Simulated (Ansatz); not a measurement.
A made-up structure of AlSnH5, singlet:

```csv
atom,x (Å),y (Å),z (Å)
Al1,0.3084,1.0415,-0.0715
Sn2,-0.4568,-1.4996,0.0784
H3,-0.0707,-2.4165,1.4569
H4,-1.3290,-2.2290,-1.1854
H5,-0.1102,1.7338,-1.3583
H6,-0.2600,1.8695,1.0695
H7,1.8190,1.1816,0.0228
```

It is relaxed with PBE-D4/def2-SVP and then PBE0-D4/def2-TZVP (Ansatz 0.2.0). Atoms count as bonded within 1.22 times the sum of their covalent radii (H–H: 0.88 Å). The end point is not checked to be a true minimum.

Does its bonding change? (Judge from chemistry; the calculation decides.)

The calculation gives: Yes. Formed: Sn2–H7; broken: none.

Where it ends: The first stage lowers the energy by 1.35 eV in 23 steps. It ends as AlSnH₅ ([H]1[AlH2][SnH2]1):
Al1  (-0.023, 1.320, -0.056)
Sn2  (-0.641, -1.181, 0.105)
H3  (-0.119, -2.111, 1.457)
H4  (-0.355, -2.227, -1.231)
H5  (-0.116, 1.944, -1.502)
H6  (0.132, 2.066, 1.326)
H7  (1.024, -0.130, -0.086)
(Å)

Labels in which every atom is bracketed show which atoms are joined, not bond orders.

For scale, one of the runs: PBE0-D4/def2-TZVP relaxation, 117 basis functions, launched by `ansatz run in.yaml --threads 2 --pin off --events-out ev --progress --plain --max-ram 4352MiB`. The run took about 18 s on 2 CPU threads of an Arm Neoverse V2 (shared host).
